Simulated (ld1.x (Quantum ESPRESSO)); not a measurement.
**Transferability test, TM potential for Hf**

| Property | Result |
| --- | --- |
| Element | hafnium (Hf) |
| Generator | ld1.x (Quantum ESPRESSO) 7.5 |
| Type | norm-conserving Troullier–Martins (Kleinman–Bylander form) |
| Functional | LDA (PZ) |
| Relativity | non-relativistic |
| Frozen core | [Xe] 4f14 |
| Valence charge | 4 |
| Reference configuration | 5d2 6s0.5 6p0 (charge +1.5) |
| Partial waves | 6s (bound): rc 2.95 bohr; 6p (bound, empty): rc 2.95 bohr; 5d (bound): rc 3.00 bohr |
| Local potential | all-electron potential smoothed inside 2.40 bohr (lloc = -1) |
| Core correction | a·sin(br)/r model core, default radius (core density twice the valence density) |

Energies are relative to the spin-unpolarised reference configuration 5d2 6s0.5 6p0; without spin polarisation the order of configurations can differ from experiment. Spin-polarised rows fill each open shell by Hund’s rule, majority spin first.

Problem. Give the all-electron excitation energy and the error of the potential for: 5d2 6s2 6p0; 5d2 6s1 6p0; 5d2 6s0 6p0; 5d1 6s2 6p0; 5d1 6s0 6p0; 5d2.5 6s1.5 6p0; 5d2 6s1.5 6p0; 5d2 6s0.5 6p0 (spin-polarised); 5d2 6s2 6p0 (spin-polarised).

Solution.

```tsv
valence configuration	charge	ΔE all-electron (eV)	error AE − PS (meV)
5d2 6s2 6p0	0	-13.064	-11
5d2 6s1 6p0	+1	-5.796	-2.0
5d2 6s0 6p0	+2	7.297	-3.0
5d1 6s2 6p0	+1	-5.099	-95
5d1 6s0 6p0	+3	30.069	-165
5d2.5 6s1.5 6p0	0	-12.653	-23
5d2 6s1.5 6p0	+0.5	-10.128	-6.1
5d2 6s0.5 6p0 (spin-polarised)	+1.5	-0.809	+154
5d2 6s2 6p0 (spin-polarised)	0	-13.530	+103
```

Levels in the configuration 5d2 6s0 6p0:

```csv
level,all-electron (eV),pseudo (eV)
5d,-17.563,-17.577
```

These tests converged, but a pseudo level misses the all-electron one widely, so the file describes the atom poorly there or has found another state: 5d1 6s0 6p0: empty 6s by 2.6 eV (a node warning on the way).

Note: ghost states, extra bound levels that the all-electron valence spectrum of the same l lacks: s at -28.9 eV, p at -2.01 eV. A true bound ghost makes a file unfit for plane-wave use.
